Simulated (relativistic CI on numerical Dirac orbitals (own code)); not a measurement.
d3 in a ligand field

Computed with a parametric ligand-field model of a d^n configuration (Racah B and C, spin-orbit zeta, crystal field), exact diagonalisation.

Field parameters in Wybourne normalisation: Oh B⁴₀ = 21Dq, B⁴₄ = √(5/14) B⁴₀; Td as Oh with Dq negative (B⁴₀ = 21Dq, B⁴₄ = √(5/14) B⁴₀). The field is a parameter set, without covalency.

Lowest levels for B = 550, C = 2330, ζ = 2000 cm⁻¹, Oh, 10Dq = 21600 cm⁻¹?

Γ8 0 (S 1.48), Γ8 10669 (S 0.58), Γ8 11303 (S 0.53), Γ6 12015 (S 0.53), Γ7 18171 (S 0.67), Γ8 18385 (S 0.69), Γ7 21461 (S 1.43), Γ8 22056 (S 1.40), Γ8 22413 (S 1.45) cm⁻¹, with S from ⟨S²⟩ = S(S + 1). The ground level has 0.02 electrons in the cubic e pair.

Lowest levels for B = 670, C = 2470, ζ = 950 cm⁻¹, Td, 10Dq = -7700 cm⁻¹?

Γ8 0 (S 1.46), Γ7 439 (S 1.50), Γ8 1404 (S 1.49), Γ6 2137 (S 1.49), Γ8 5648 (S 0.59), Γ8 7360 (S 1.45), Γ7 7435 (S 1.47), Γ6 8069 (S 1.47), Γ8 8319 (S 1.47) cm⁻¹, with S from ⟨S²⟩ = S(S + 1). The ground level has 1.94 electrons in the cubic e pair.

Lowest levels for B = 590, C = 2520, ζ = 570 cm⁻¹, Oh, 10Dq = 37200 cm⁻¹?

Γ8 0 (S 1.50), Γ8 12287 (S 0.50), Γ8 12621 (S 0.50), Γ6 12731 (S 0.50), Γ8 19869 (S 0.50), Γ7 19997 (S 0.50), Γ7 36988 (S 1.50), Γ8 37128 (S 1.50), Γ8 37349 (S 1.50) cm⁻¹, with S from ⟨S²⟩ = S(S + 1). The ground level has 0.00 electrons in the cubic e pair.

Lowest levels for B = 480, C = 2250, ζ = 150 cm⁻¹, Oh, 10Dq = 19450 cm⁻¹?

Γ8 0 (S 1.50), Γ8 10465 (S 0.50), Γ8 10820 (S 0.50), Γ6 10851 (S 0.50), Γ8 16386 (S 0.50), Γ7 16454 (S 0.50), Γ7 19391 (S 1.50), Γ8 19430 (S 1.50), Γ8 19490 (S 1.50) cm⁻¹, with S from ⟨S²⟩ = S(S + 1). The ground level has 0.00 electrons in the cubic e pair.

Lowest levels for B = 1040, C = 4320, ζ = 750 cm⁻¹, Oh, 10Dq = 7400 cm⁻¹?

Γ8 0 (S 1.50), Γ7 7201 (S 1.50), Γ8 7349 (S 1.50), Γ8 7538 (S 1.50), Γ6 7700 (S 1.50), Γ7 12220 (S 1.50), Γ8 12378 (S 1.50), Γ8 13087 (S 1.49), Γ6 13512 (S 1.49) cm⁻¹, with S from ⟨S²⟩ = S(S + 1). The ground level has 0.02 electrons in the cubic e pair.
